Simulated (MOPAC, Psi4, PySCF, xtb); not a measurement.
Two rigid molecules brought together: CF4 ··· F- (SMILES FC(F)(F)F and [F-]) (charge -1). Monomers: optimised at B3LYP-D3(BJ) (def2-TZVP), held rigid. Orientation: lowest of the rigid-body minima from ten starts at GFN2-xTB. Only R, the distance of the centres of mass, is varied, so the lowest point isn't the relaxed dimer.

Levels: GFN1-xTB (xtb); RKS-B3LYP/LANL2DZ = restricted B3LYP/LANL2DZ, no counterpoise correction run with PySCF; AM1, restricted, heats of formation (MOPAC); SAPT0/jun-cc-pVDZ, frozen core (Psi4).

Interaction energies in kJ/mol; the last columns give the difference from SAPT0:

```tsv
R / Å	GFN1-xTB	RKS-B3LYP/LANL2DZ	AM1	SAPT0/jun-cc-pVDZ	GFN1-xTB − SAPT0/jun-cc-pVDZ	RKS-B3LYP/LANL2DZ − SAPT0/jun-cc-pVDZ	AM1 − SAPT0/jun-cc-pVDZ
1.92	117.86	174.88	34.89	223.14	-105.28	-48.26	-188.25
2.12	30.95	46.78	-15.41	95.85	-64.89	-49.06	-111.26
2.35	-6.06	-23.62	-35.18	24.54	-30.59	-48.16	-59.72
2.54	-14.52	-47.18	-33.66	-1.79	-12.73	-45.39	-31.87
2.72	-15.49	-54.32	-27.58	-12.99	-2.49	-41.32	-14.59
2.96	-13.39	-52.56	-20.11	-17.81	4.43	-34.74	-2.30
3.21	-10.60	-45.11	-14.77	-17.48	6.88	-27.63	2.71
3.54	-7.63	-33.34	-10.34	-14.45	6.81	-18.89	4.11
4.05	-4.69	-17.63	-6.30	-9.58	4.89	-8.05	3.29
4.74	-2.53	-6.39	-3.41	-5.38	2.85	-1.01	1.97
5.74	-1.12	-2.36	-1.56	-2.54	1.42	0.18	0.98
7.07	-0.44	-1.03	-0.64	-1.11	0.67	0.07	0.46
```

GFN1-xTB is furthest from SAPT0/jun-cc-pVDZ at 1.92 (-105.28 kJ/mol, below); its mean absolute difference over the points is 20.33 kJ/mol.

RKS-B3LYP/LANL2DZ is furthest from SAPT0/jun-cc-pVDZ at 2.12 (-49.06 kJ/mol, below); its mean absolute difference over the points is 26.90 kJ/mol.

AM1 is furthest from SAPT0/jun-cc-pVDZ at 1.92 (-188.25 kJ/mol, below); its mean absolute difference over the points is 35.13 kJ/mol.
